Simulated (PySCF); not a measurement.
Magnetisability: `COC1=C[C@@H](Br)C1`, C$_{5}$H$_{7}$BrO

Geometry:
```csv
atom,x (Å),y (Å),z (Å)
C1,2.367,-0.327,0.000
O2,1.214,-0.703,-0.727
C3,0.062,-0.223,-0.255
C4,-0.346,0.522,0.782
C5,-1.785,0.386,0.410
Br6,-2.706,2.058,-0.082
C7,-1.321,-0.455,-0.803
H8,3.212,-0.789,-0.505
H9,2.485,0.760,0.004
H10,2.310,-0.684,1.032
H11,0.128,1.049,1.587
H12,-2.447,-0.107,1.119
H13,-1.514,0.001,-1.772
H14,-1.661,-1.489,-0.813
```

Level of theory: GIAO B3LYP/pcSseg-1 magnetisability, rotational g tensor and spin-rotation constants, non-relativistic, gas phase in PySCF. Geometry: GFN2-xTB.

The calculation is non-relativistic, which matters for the atoms heavier than Zn.

**Question.** What are the magnetisability and the molar susceptibility?

**Answer.** Isotropic -1317 × 10⁻³⁰ J/T², or -79.3 × 10⁻⁶ cm³/mol; principal values -1428, -1299, -1225 × 10⁻³⁰ J/T², anisotropy 178 × 10⁻³⁰ J/T² (root of half the summed squared differences of the principal values). The susceptibility is in cgs units.

**Question.** Split it along the inertial axes a, b, c into diamagnetic and paramagnetic parts about the centre of mass, with the quadrupole moment.

**Answer.** 
| axis | χ (10⁻⁶ cm³/mol) | diamagnetic (10⁻⁶ cm³/mol) | paramagnetic (10⁻⁶ cm³/mol) | summed x² of all electrons (Å²) | quadrupole Θ (D Å) |
| --- | --- | --- | --- | --- | --- |
| a | -81.7 | -318.9 | 237.2 | 358.6 | +2.69 |
| b | -77.8 | -1640.2 | 1562.4 | 47.2 | -0.06 |
| c | -78.5 | -1721.8 | 1643.3 | 28.0 | -2.63 |

Anisotropies 2χaa − χbb − χcc = -7.0 and 2χbb − χaa − χcc = +4.5 × 10⁻⁶ cm³/mol. Θ is traceless in Buckingham's convention.

**Question.** And the rotational g tensor?

**Answer.** 
| axis | rotational constant (GHz) | g | nuclear part | electronic part |
| --- | --- | --- | --- | --- |
| a | 6.0324 | -0.0367 | 0.6356 | -0.6723 |
| b | 0.7194 | -0.0051 | 0.5229 | -0.5280 |
| c | 0.6888 | -0.0042 | 0.5275 | -0.5317 |

Asymmetric top; isotopes 79Br, 12C, 1H, 16O; no vibrational averaging.
